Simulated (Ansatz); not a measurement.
Consider the ligand exchange at the Al–N bond: `C[NH][Al]([OH])[OH]` + `CNC` → `C[N](C)[Al]([OH])[OH]` + CH₃NH₂.

Calculated with Ansatz (gas phase, PBE0-D4/def2-TZVP geometries, no zero-point term in ΔE). CBS: MP2 limit from def2 TZ/QZ plus the TZ coupled-cluster correction, frozen cores. DFT in def2-TZVPP. B3LYP here is the variant with VWN-RPA as its local correlation; programs differ in this. One conformer a species, not always the lowest.

```json
{"level": "r2SCAN-D4", "ΔE (kJ/mol)": "2.1"}
{"level": "B3LYP", "ΔE (kJ/mol)": "5.9"}
{"level": "MP2/def2-TZVPP", "ΔE (kJ/mol)": "1.0"}
{"level": "SCS-MP2/def2-QZVPP", "ΔE (kJ/mol)": "2.8"}
```

What does CCSD(T)/CBS give? (An estimate is asked.)

Computed: +2.3 kJ/mol. The listed levels differ from it by -0.2, 3.6, -1.3, 0.5 kJ/mol.

Largest T1 diagnostic among the species: 0.011.

The D4 term adds −3.7 kJ/mol with B3LYP and −2.2 kJ/mol with PBE0; it sums over pairs of atoms, weighted by their polarisabilities, and B3LYP, whose exchange is more repulsive, gets the larger term. In def2-TZVPP, CCSD(T) changes the Hartree–Fock value by −7.2 kJ/mol (the triples alone add −1.3 kJ/mol) and MP2 by −7.7 kJ/mol.
